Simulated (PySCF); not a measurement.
Lowest empty level (eV) of eight silicon and germanium compounds: PBE beside PBE0, computed with PySCF for isolated molecules in the bases named; differences from unrounded values. The eight are the first of their class met in an unordered collection, after screening for sound electronic states; none was chosen by its value. Each molecule has one DFT geometry for both levels.

| molecule | basis | PBE0 | PBE | difference |
|---|---|---|---|---|
| H4Si2, SMILES [SiH3][SiH] (connectivity only; charge and spin as stated), neutral, multiplicity 1 | def2-TZVPD | -3.38 | -4.26 | -0.87 |
| Si(H)(F)(Et)(OH) (C2H7FOSi), SMILES CC[SiH](O)F | def2-TZVP | 0.52 | -0.36 | -0.88 |
| C₂H₈O₂Si, SMILES CO[SiH](C)O | def2-TZVP | 0.71 | -0.16 | -0.87 |
| 2,2-dichloroethyl(fluoro)silane (C2H5Cl2FSi), SMILES ClC(C[SiH2]F)Cl | def2-TZVP | -0.50 | -1.54 | -1.04 |
| C3H9NSi, SMILES C1C[SiH](N)C1 | def2-TZVP | 0.83 | 0.00 | -0.83 |
| CH8N2O2Si, SMILES CN[Si](N)(O)O | def2-TZVP | 0.66 | -0.20 | -0.86 |
| C4H7NSi, SMILES [SiH2]1C(C)=CN=C1 | def2-TZVP | -1.88 | -2.83 | -0.95 |
| C₂H₈FNOSi, SMILES C[Si@](N)(CF)O | def2-TZVP | 0.69 | -0.14 | -0.83 |

PBE lies below PBE0 in 8 and above it in 0 of the eight; the mean signed difference is -0.89 and the largest -1.04 eV.
